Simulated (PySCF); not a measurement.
hafnium atom (Hf), triplet (core potentials on Hf); DF-PBE0/def2-SVPD (PySCF).

The PySCF input:
```python
from pyscf import gto, scf, dft

mol = gto.Mole()
mol.atom = '''
    Hf    0.00000000    0.00000000    0.00000000
'''
mol.basis = 'def2-svpd'
mol.ecp = {'Hf': 'def2-svpd'}
mol.spin = 2
mol.verbose = 4
mol.build()

mf = dft.UKS(mol)
mf.xc = 'pbe0'
mf = mf.density_fit(auxbasis='def2-universal-jkfit')
mf.kernel()
```

Output, abridged:

```
PySCF version 2.14.0

[INPUT] verbose = 4
[INPUT] num. atoms = 1
[INPUT] num. electrons = 12
[INPUT] charge = 0
[INPUT] spin (= nelec alpha-beta = 2S) = 2
[INPUT] symmetry False subgroup None
[INPUT] Mole.unit = angstrom
[INPUT] Symbol           X                Y                Z      unit          X                Y                Z       unit  Magmom
[INPUT]  1 Hf     0.000000000000   0.000000000000   0.000000000000 AA    0.000000000000   0.000000000000   0.000000000000 Bohr   0.0

nuclear repulsion = 0
number of shells = 13
number of NR pGTOs = 60
number of NR cGTOs = 35
basis = def2-svpd
ecp = {'Hf': 'def2-svpd'}

******** <class 'pyscf.df.df_jk.DFUKS'> ********
method = DFUKS
initial guess = minao
damping factor = 0
level_shift factor = 0
DIIS = <class 'pyscf.scf.diis.CDIIS'>
diis_start_cycle = 1
diis_space = 8
diis_damp = 0
SCF conv_tol = 1e-09
SCF conv_tol_grad = None
SCF max_cycles = 50
direct_scf = False
number electrons alpha = 7  beta = 5
XC library pyscf.dft.libxc version 7.1.2
    S. Lehtola, C. Steigemann, M. J. T. Oliveira, and M. A. L. Marques,  SoftwareX 7, 1–5 (2018)
XC functionals = pbe0
    C. Adamo and V. Barone,  J. Chem. Phys. 110, 6158 (1999)
    M. Ernzerhof and G. E. Scuseria,  J. Chem. Phys. 110, 5029 (1999)
radial grids:
    Treutler-Ahlrichs [JCP 102, 346 (1995); DOI:10.1063/1.469408] (M4) radial grids

becke partition: Becke, JCP 88, 2547 (1988); DOI:10.1063/1.454033
pruning grids: <function nwchem_prune>
grids dens level: 3
symmetrized grids: False
atomic radii adjust function: <function treutler_atomic_radii_adjust>
small_rho_cutoff = 0
Set gradient conv threshold to 3.16228e-05
tot grids = 23792
******** <class 'pyscf.df.df.DF'> ********
auxbasis = def2-universal-jkfit
init E= -35.3597264319159

cycle= 1 E= -47.7618526913085  delta_E= -12.4  |g|= 0.296  |ddm|= 4.73
cycle= 2 E= -47.8112056577444  delta_E= -0.0494  |g|= 0.172  |ddm|= 1.73
cycle= 3 E= -47.8330845625448  delta_E= -0.0219  |g|= 0.0156  |ddm|= 0.51
cycle= 4 E= -47.8346373195797  delta_E= -0.00155  |g|= 0.00887  |ddm|= 0.113
cycle= 5 E= -47.8359181812083  delta_E= -0.00128  |g|= 0.00491  |ddm|= 0.138
cycle= 6 E= -47.8364485375066  delta_E= -0.00053  |g|= 0.00374  |ddm|= 0.0896
cycle= 7 E= -47.8369086559978  delta_E= -0.00046  |g|= 0.0028  |ddm|= 0.0998
cycle= 8 E= -47.8373743838231  delta_E= -0.000466  |g|= 0.00228  |ddm|= 0.213
cycle= 9 E= -47.8373823106041  delta_E= -7.93e-06  |g|= 0.000974  |ddm|= 0.00743
cycle= 10 E= -47.8373907249344  delta_E= -8.41e-06  |g|= 0.000155  |ddm|= 0.0293
cycle= 11 E= -47.8373907940265  delta_E= -6.91e-08  |g|= 7.96e-05  |ddm|= 0.00196
cycle= 12 E= -47.8373908148657  delta_E= -2.08e-08  |g|= 4.52e-05  |ddm|= 0.000678
cycle= 13 E= -47.8373908213445  delta_E= -6.48e-09  |g|= 1.7e-05  |ddm|= 0.000427
cycle= 14 E= -47.8373908233163  delta_E= -1.97e-09  |g|= 7.67e-06  |ddm|= 0.000279
cycle= 15 E= -47.8373908249564  delta_E= -1.64e-09  |g|= 7.61e-06  |ddm|= 0.000218
cycle= 16 E= -47.8373908267766  delta_E= -1.82e-09  |g|= 3.26e-06  |ddm|= 0.000326
cycle= 17 E= -47.8373908273476  delta_E= -5.71e-10  |g|= 1.22e-06  |ddm|= 0.000214
Extra cycle  E= -47.8373908273625  delta_E= -1.49e-11  |g|= 9.14e-07  |ddm|= 1e-05
converged SCF energy = -47.8373908273625  <S^2> = 2.0034421  2S+1 = 3.0022939
```
